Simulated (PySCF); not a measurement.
A calculated (r2SCAN, PySCF 2.14, ANO-RCC-VTZP, the spin-free X2C one-electron Hamiltonian (Gaussian nucleus)) atom or ion has these occupied shells.

| shell | electrons | orbital energy (eV) | rms radius, mean of both spins (bohr) |
| --- | --- | --- | --- |
| 1s α | 1 | -7025.5 | 0.0675 |
| 1s β | 1 | -7025.4 | 0.0675 |
| 2s α | 1 | -837.28 | 0.289 |
| 2s β | 1 | -834.88 | 0.289 |
| 2p α | 3 | -713.05 | 0.261 |
| 2p β | 3 | -711.18 | 0.261 |
| 3s α | 1 | -107.84 | 0.872 |
| 3s β | 1 | -101.85 | 0.872 |
| 3p α | 3 | -72.523 | 0.933 |
| 3p β | 3 | -66.630 | 0.933 |
| 3d α | 5 | -17.914 | 1.26 |
| 3d β | 1 | -13.917 | 1.26 |
| 4s α | 1 | -13.393 | 2.88 |

(1) Name the element and its charge.

Results:

(1) Fe⁺ (iron, charge +1), in [Ar] 3d6 4s1, high-spin 6D determinant.
